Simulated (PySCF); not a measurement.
phosphoric acid (H$_{3}$O$_{4}$P), singlet, at a GFN2-xTB geometry; PySCF with PBE/STO-3G.

The PySCF input:
```python
from pyscf import gto, scf, dft

mol = gto.M(
    atom='''
O     0.49639997    0.07749188    1.46274063
P     0.07763513   -0.00187854   -0.06678288
O     1.18776102   -0.02874031   -1.02172942
O    -0.88586825   -1.26330432   -0.10643158
O    -0.92691551    1.21766505   -0.22393643
H     1.27103163    0.62878945    1.55130795
H    -0.37287092   -2.04878771   -0.28441190
H    -1.03370548    1.42327804   -1.15029845
''',
    basis='sto-3g',
    verbose=5,
)

mf = dft.RKS(mol)
mf.xc = 'pbe'
mf.kernel()
mf.analyze()
```

Q: Write the output that PySCF gives for this input, abridged.

A: 
```
PySCF version 2.14.0

[INPUT] verbose = 5
[INPUT] max_memory = 4000
[INPUT] num. atoms = 8
[INPUT] num. electrons = 50
[INPUT] charge = 0
[INPUT] spin (= nelec alpha-beta = 2S) = 0
[INPUT] symmetry False subgroup None
[INPUT] Mole.unit = angstrom
[INPUT] Symbol           X                Y                Z      unit          X                Y                Z       unit  Magmom
[...]
[INPUT] ---------------- BASIS SET ----------------
[INPUT] l, kappa, [nprim/nctr], expnt,             c_1 c_2 ...
[INPUT] H
[...]
                                0.62391373        0.53532814
                                0.1688554         0.44463454
[INPUT] O
[...]
                                23.808861         0.53532814
                                6.4436083         0.44463454
[...]
                                1.1695961         0.39951283
                                0.380389          0.70011547
[...]
                                1.1695961         0.60768372
                                0.380389          0.39195739
[INPUT] P
[...]
                                85.31338559       0.5353281423
                                23.08913156       0.4446345422
[...]
                                6.514182577       0.3995128261
                                2.118614352       0.7001154689
[...]
                                0.4863213771      0.2255954336
                                0.1903428909      0.900398426
[...]
                                6.514182577       0.6076837186
                                2.118614352       0.3919573931
[...]
                                0.4863213771      0.5951670053
                                0.1903428909      0.462001012

nuclear repulsion = 281.653592189496
number of shells = 20
number of NR pGTOs = 96
number of NR cGTOs = 32
basis = sto-3g
ecp = {}

******** <class 'pyscf.dft.rks.RKS'> ********
method = RKS
initial guess = minao
damping factor = 0
level_shift factor = 0
DIIS = <class 'pyscf.scf.diis.CDIIS'>
diis_start_cycle = 1
diis_space = 8
diis_damp = 0
SCF conv_tol = 1e-09
SCF conv_tol_grad = None
SCF max_cycles = 50
direct_scf = True
direct_scf_tol = 1e-13
XC library pyscf.dft.libxc version 7.1.2
    S. Lehtola, C. Steigemann, M. J. T. Oliveira, and M. A. L. Marques,  SoftwareX 7, 1–5 (2018)
XC functionals = pbe
    J. P. Perdew, K. Burke, and M. Ernzerhof,  Phys. Rev. Lett. 77, 3865 (1996)
    J. P. Perdew, K. Burke, and M. Ernzerhof,  Phys. Rev. Lett. 78, 1396 (1997)
[...]
converged SCF energy = -635.349298349453
Total Energy =                        -635.349298349452511
[...]
2 O 2pz         -0.15837  -0.27104   0.00098  -0.30365   0.07234
3 O 1s           0.00527  -0.00363  -0.00473  -0.00172  -0.00115
3 O 2s          -0.22960   0.16861   0.18811   0.09007   0.04083
3 O 2px         -0.29567   0.10202   0.32710   0.01063   0.10775
3 O 2py         -0.10748  -0.03717   0.06548  -0.24740  -0.01714
3 O 2pz         -0.01978  -0.19637  -0.00919   0.03585   0.04004
4 O 1s           0.00527  -0.00228   0.00551  -0.00172  -0.00141
4 O 2s          -0.22960   0.07861  -0.24008   0.09007   0.07067
4 O 2px         -0.15043   0.05665  -0.22369  -0.15784  -0.18572
4 O 2py          0.23943  -0.23121   0.03625   0.09446   0.22133
4 O 2pz          0.13929  -0.10530   0.20642  -0.16961  -0.30657
5 H 1s           0.25751   0.29054  -0.14458  -0.30116   0.47313
6 H 1s           0.25751  -0.27048  -0.17932  -0.30115  -0.04512
7 H 1s           0.25751  -0.02006   0.32391  -0.30115  -0.42801
               #31       #32
0 O 1s          -0.00015  -0.00036
0 O 2s           0.01723   0.02537
0 O 2px          0.15319  -0.29134
0 O 2py          0.05760  -0.08520
0 O 2pz          0.17719  -0.13118
1 P 1s          -0.00000   0.00004
1 P 2s          -0.00000   0.00039
1 P 3s           0.00000  -0.07918
1 P 2px         -0.00707  -0.01788
1 P 2py         -0.01094   0.00043
1 P 2pz         -0.00792   0.01538
1 P 3px          0.18881   0.47999
1 P 3py          0.25659  -0.01161
1 P 3pz          0.21228  -0.41289
2 O 1s          -0.00000   0.00463
2 O 2s           0.00000  -0.18524
2 O 2px         -0.08872   0.24385
2 O 2py         -0.09330  -0.00590
2 O 2pz         -0.10051  -0.20977
3 O 1s           0.00229  -0.00036
3 O 2s          -0.10517   0.02537
3 O 2px         -0.09179  -0.05241
3 O 2py          0.49289   0.29690
3 O 2pz          0.02643   0.13583
4 O 1s          -0.00214  -0.00036
4 O 2s           0.08794   0.02537
4 O 2px         -0.10798   0.03965
4 O 2py          0.03530  -0.20434
4 O 2pz         -0.27424   0.25694
5 H 1s          -0.22106   0.20360
6 H 1s           0.52027   0.20360
7 H 1s          -0.29921   0.20360
 ** Mulliken pop on meta-lowdin orthogonal AOs  **
 ** Mulliken pop  **
[...]
 ** Mulliken atomic charges  **
charge of    0O =     -0.32662
charge of    1P =      0.99932
charge of    2O =     -0.47843
charge of    3O =     -0.32662
charge of    4O =     -0.32662
charge of    5H =      0.15299
charge of    6H =      0.15299
charge of    7H =      0.15299
Dipole moment(X, Y, Z, Debye):  0.31177, -0.00753, -0.26821
```
